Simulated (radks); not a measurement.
Spherical quantum dot in the effective-mass picture: electrons in a parabolic well V = omega^2 r^2 / 2 with omega = 0.548, all in effective atomic units (hartree* = m*/eps^2 hartree, bohr* = eps/m* bohr), one dielectric constant everywhere. Calculated with a radial shooting solver with Libxc functionals: non-relativistic Kohn-Sham, PBEsol, spin-polarised, spherical densities. Levels are named by radial order and angular momentum (1s, 1p, 1d, 2s, ...), and open shells are averaged over m. Results are scaled to m* = 0.587 and eps = 11.4, for which hartree* = 122.9 meV and bohr* = 1.028 nm.

N = 11, configuration 1s2 1p6 1d(up 3, down 0). This is the lowest configuration that the search found. Occupied and some empty levels:

| level | occupation | eigenvalue (meV) | <r> (nm) |
|---|---|---|---|
| 1s up | 1 | 561.21 | 2.266 |
| 1s down | 1 | 564.75 | 2.201 |
| 1p up | 3 | 593.88 | 2.781 |
| 1p down | 3 | 599.32 | 2.748 |
| 1d up | 3 | 632.26 | 3.149 |
| 1d down | 0 | 638.62 | 3.137 |
| 2s up | 0 | 643.91 | 2.702 |
| 2s down | 0 | 647.67 | 2.730 |
| 1f up | 0 | 675.27 | 3.448 |
| 1f down | 0 | 681.94 | 3.451 |
| 2p up | 0 | 691.24 | 3.086 |
| 2p down | 0 | 695.13 | 3.102 |

Energy (meV): total 4255.98, kinetic 580.13, external 1622.5, Hartree 2473.3, exchange-correlation -419.99.

Electron density:

| r (nm) | n(r) (e/nm^3) |
|---|---|
| 0.262 | 0.04078 |
| 0.554 | 0.04467 |
| 0.846 | 0.05057 |
| 1.14 | 0.05729 |
| 1.43 | 0.06338 |
| 1.72 | 0.06736 |
| 2.01 | 0.06799 |
| 2.31 | 0.06458 |
| 2.60 | 0.05724 |
| 2.89 | 0.04689 |
| 3.18 | 0.03526 |
| 3.47 | 0.02411 |
| 3.77 | 0.01489 |
| 4.06 | 0.008256 |
| 4.35 | 0.004118 |
| 4.64 | 0.001851 |
| 4.94 | 0.0007547 |
| 5.23 | 0.0002780 |
| 5.52 | 0.00009227 |
| 5.81 | 0.00002753 |
